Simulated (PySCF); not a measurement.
## [AuS2]-, triplet: computed properties

Computed with PySCF, UPBE, basis Au def2-SVPD with ECP60, S def2-SVPD (scalar-relativistic core potentials, no spin–orbit coupling, density fitting).

The structure is a minimum.

```json
{
 "Point group": "D∞h",
 "Bond lengths": "Au–S 2.243 Å (×2)",
 "Bond angles": "S–Au–S 180.0°",
 "Highest occupied level (α)": "-1.06 eV",
 "Rotational symmetry number": "2",
 "Principal polarisabilities": "71.1, 71.1, 239.5 bohr³",
 "Dipole moment about the centre of mass": "0.00 D",
 "Rotational constants": "0.05241 cm⁻¹",
 "Lowest empty level (β)": "-0.23 eV",
 "Spin squared ⟨S²⟩": "2.007",
 "Entropy at 298.15 K and 1 bar (electronic part: spin only)": "296.9 J/(mol K)",
 "Heat capacity Cp at 298.15 K": "58.1 J/(mol K)",
 "Principal quadrupole moments (Buckingham, traceless) about the centre of mass": "-24.03, 12.02, 12.02 D Å",
 "Zero-point energy": "5.7 kJ/mol",
 "Enthalpy at 298.15 K above 0 K": "14.30 kJ/mol"
}
```

Harmonic modes (masses in u: Au 196.967, S 31.972):
| symmetry | ω (cm⁻¹) | IR (km/mol, summed over degenerate members) |
| --- | --- | --- |
| πu | 98 | 12.3 |
| σg+ | 366 | 0.0 |
| σu+ | 390 | 39.8 |

In D∞h the vibrations span πu + σg+ + σu+. The σg+ mode carries no infrared intensity, as symmetry demands. With a centre of inversion only u modes can be infrared active and only g modes Raman active.

Charges (e); Mulliken and Löwdin values are unreliable with diffuse functions:
| atom | Mulliken | Löwdin | polar tensor | spin (Mulliken) | Mayer order to Au1 |
| --- | --- | --- | --- | --- | --- |
| Au1 | 0.25 | -0.15 | 0.08 | 0.22 | – |
| S2,3 | -0.63 | -0.42 | -0.54 | 0.89 | 0.98 |
Other Mayer orders above 0.3: S–S 0.73.

Mulliken populations on Au1 (electrons outside its core potential): s 3.18, p 6.13, d 9.42, f 0.01.

Outer orbital energies (eV). α occupied: -3.34, -3.34, -2.45, -2.27, -2.15, -2.15, -1.06, -1.06; empty: 3.29, 4.06, 4.25, 4.25. β occupied: -4.40, -4.40, -3.20, -3.20, -2.37, -1.99, -1.35, -1.35; empty: -0.23, -0.23, 3.48, 4.20.

Formally Au is in oxidation state +3, d8, with 2 unpaired electrons (the high-spin count). The Mulliken spin on Au is 0.22, so most of the spin sits on the ligands and the formal count fails. The polar-tensor charge on Au, 0.08, is far below the formal one.

Only a few start shapes were tried, so a lower isomer may exist. With open d or f shells other occupations or spin states may lie lower. With an element this heavy the missing spin–orbit coupling can shift these numbers.

The final relaxation and frequency run took 57 s on 4 threads of a shared Intel Xeon @ 2.50GHz (Skylake/Cascade Lake) host, with 89 basis functions and 8 gradients; the process peaked at 0.8 GiB. Launch command: `OMP_NUM_THREADS=4 python axn.py task.json out`.
